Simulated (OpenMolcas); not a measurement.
## OpenMolcas run: Yb V

Input:

```
&GATEWAY
Coord
1

Yb 0.0 0.0 0.0
Basis=ANO-R2
Group=XYZ
NoMove
AngMom=0.0 0.0 0.0
AMFI
&SEWARD
* reference wave functions (RASSCF and RASSI steps not shown): 12 electrons in 7 orbitals (4f)
>>> COPY JOB001 $Project.JobIph
&CASPT2
Multistate=18 1 2 3 4 5 6 7 8 9 10 11 12 13 14 15 16 17 18
NoMult
Frozen=15 12
IPEA=0.2
Sig1=0.5
MaxIter=60
WThr=0.0 0.3 0.05
PrWF=0.5
NoMix
>>> COPY JOB002 $Project.JobIph
&CASPT2
Multistate=14 1 2 3 4 5 6 7 8 9 10 11 12 13 14
NoMult
Frozen=15 12
IPEA=0.2
Sig1=0.5
MaxIter=60
WThr=0.0 0.3 0.05
PrWF=0.5
NoMix
```

Launched by
```bash
OMP_NUM_THREADS=1 MOLCAS_MEM=2252 MOLCAS_PROJECT=a pymolcas a.inp > a.log  # once for each step of the input, in one work folder
```

Output, cut to the results:

```
--- CASPT2 ---
Orbital specifications:
      -----------------------

      Symmetry species                           1   2
                                                ag  au
      Frozen orbitals                           15  12
      Inactive orbitals                          0   0
      Active orbitals                            0   7
      Secondary orbitals                        22  20
      Deleted orbitals                           0   0
      Number of basis functions                 37  39
Type of calculation                        SS-CASPT2
      Fock operator                              state-specific
      IPEA shift                                 0.20
      Real shift                                 0.00
      Imaginary shift                            0.00
      Sigma^1 regularizer                        0.50
      The input orbitals will be transformed to quasi-canonical
Reference energy:      -14051.8803457862
      E2 (Non-variational):      -0.4152950087
      Shift correction:          -0.0000382371
      E2 (Variational):          -0.4153332458
      Total energy:          -14052.2956790320
      Residual norm:              0.0000000186
      Reference weight:           0.96425
      Contributions to the CASPT2 correlation energy
      Active & Virtual Only:         -0.4152950087
      One Inactive Excited:           0.0000000000
      Two Inactive Excited:           0.0000000000
Reference energy:      -14051.8803457862
      E2 (Non-variational):      -0.4152970781
      Shift correction:          -0.0000382580
      E2 (Variational):          -0.4153353360
      Total energy:          -14052.2956811223
      Residual norm:              0.0000000202
      Reference weight:           0.96425
      Contributions to the CASPT2 correlation energy
      Active & Virtual Only:         -0.4152970781
      One Inactive Excited:           0.0000000000
      Two Inactive Excited:           0.0000000000
::    CASPT2 Root  1     Total energy: -14052.29567903
::    CASPT2 Root  2     Total energy: -14052.29568112
::    CASPT2 Root  3     Total energy: -14052.29569155
::    CASPT2 Root  4     Total energy: -14052.29569116
::    CASPT2 Root  5     Total energy: -14052.29569434
::    CASPT2 Root  6     Total energy: -14052.29564389
::    CASPT2 Root  7     Total energy: -14052.29571322
::    CASPT2 Root  8     Total energy: -14052.29569179
::    CASPT2 Root  9     Total energy: -14052.29564756
::    CASPT2 Root 10     Total energy: -14052.29572407
::    CASPT2 Root 11     Total energy: -14052.29576094
::    CASPT2 Root 12     Total energy: -14052.26001722
::    CASPT2 Root 13     Total energy: -14052.25998470
::    CASPT2 Root 14     Total energy: -14052.26000502
::    CASPT2 Root 15     Total energy: -14052.25993708
::    CASPT2 Root 16     Total energy: -14052.26001831
::    CASPT2 Root 17     Total energy: -14052.26000026
::    CASPT2 Root 18     Total energy: -14052.26002110
--- CASPT2 ---
Orbital specifications:
      -----------------------

      Symmetry species                           1   2
                                                ag  au
      Frozen orbitals                           15  12
      Inactive orbitals                          0   0
      Active orbitals                            0   7
      Secondary orbitals                        22  20
      Deleted orbitals                           0   0
      Number of basis functions                 37  39
Type of calculation                        SS-CASPT2
      Fock operator                              state-specific
      IPEA shift                                 0.20
      Real shift                                 0.00
      Imaginary shift                            0.00
      Sigma^1 regularizer                        0.50
      The input orbitals will be transformed to quasi-canonical
Reference energy:      -14051.8354467678
      E2 (Non-variational):      -0.4152906990
      Shift correction:          -0.0000306962
      E2 (Variational):          -0.4153213952
      Total energy:          -14052.2507681630
      Residual norm:              0.0000000283
      Reference weight:           0.96470
      Contributions to the CASPT2 correlation energy
      Active & Virtual Only:         -0.4152906990
      One Inactive Excited:           0.0000000000
      Two Inactive Excited:           0.0000000000
Reference energy:      -14051.8354467678
      E2 (Non-variational):      -0.4154428601
      Shift correction:          -0.0000304154
      E2 (Variational):          -0.4154732755
      Total energy:          -14052.2509200433
      Residual norm:              0.0000000260
      Reference weight:           0.96467
      Contributions to the CASPT2 correlation energy
      Active & Virtual Only:         -0.4154428601
      One Inactive Excited:           0.0000000000
      Two Inactive Excited:           0.0000000000
::    CASPT2 Root  1     Total energy: -14052.25076816
::    CASPT2 Root  2     Total energy: -14052.25092004
::    CASPT2 Root  3     Total energy: -14052.25083306
::    CASPT2 Root  4     Total energy: -14052.25060624
::    CASPT2 Root  5     Total energy: -14052.25070420
::    CASPT2 Root  6     Total energy: -14052.25069997
::    CASPT2 Root  7     Total energy: -14052.25049073
::    CASPT2 Root  8     Total energy: -14052.25073128
::    CASPT2 Root  9     Total energy: -14052.25151236
::    CASPT2 Root 10     Total energy: -14052.16343287
::    CASPT2 Root 11     Total energy: -14052.16342376
::    CASPT2 Root 12     Total energy: -14052.16343062
::    CASPT2 Root 13     Total energy: -14052.16344020
::    CASPT2 Root 14     Total energy: -14052.16342442
```

Levels above the lowest, from the spin-orbit matrix with the single-state CASPT2 energies, averaged by term, on its diagonal:

```csv
Configuration,Term,J,E (cm⁻¹),Measured (cm⁻¹),g,Term weight %,Second
4f¹²,³H,6,0.0,0.0,1.167,100,
4f¹²,³F,4,6530,6112,1.128,59,32 ¹G
4f¹²,³H,5,9340,9580,1.033,100,
4f¹²,³H,4,14600,14405,0.961,58,31 ³F
4f¹²,³F,3,17180,16372,1.084,100,
4f¹²,³F,2,18650,16877,0.716,85,15 ¹D
4f¹²,¹G,4,24580,24193,0.961,56,33 ³H
```

Against the 6 measured excited levels shown (the list in Tchang-Brillet, Wyart, Meftah and Ait Mammar, Atoms 6, 52 (2018)) the mean absolute deviation is 640 cm-1; the largest miss in energy is 4f¹² ³F₂: computed 18650, measured 16877 cm⁻¹ (+10.5 %).

CASPT2 breaks the degeneracy within a term, and the mean is taken; among the terms shown or strongly mixed into the levels shown the widest spread is 220 cm-1 (4f¹² ¹G). Terms from blocks run as CI alone lack orbitals of their own. Measured partners are found by configuration, term and J. A level has none where our copy of the source lacks it or the pairing is in doubt (some pairs that miss far off the trend of their configuration count as doubtful), and it then counts in no deviation. Levels of configurations outside the active space are missing. The first state left out of the spin-orbit step lies near 37000 cm-1 above the lowest spin-free state of the reference (among the parities and spins computed), and the list stops at four fifths of that energy or lower.

The CASPT2 steps took 5 s on 1 thread of Intel(R) Xeon(R) 6975P-C (Granite Rapids), on a shared host; the integral step is not counted.

The term weight is that of the spin-free term in the level, not the purity of its configuration.
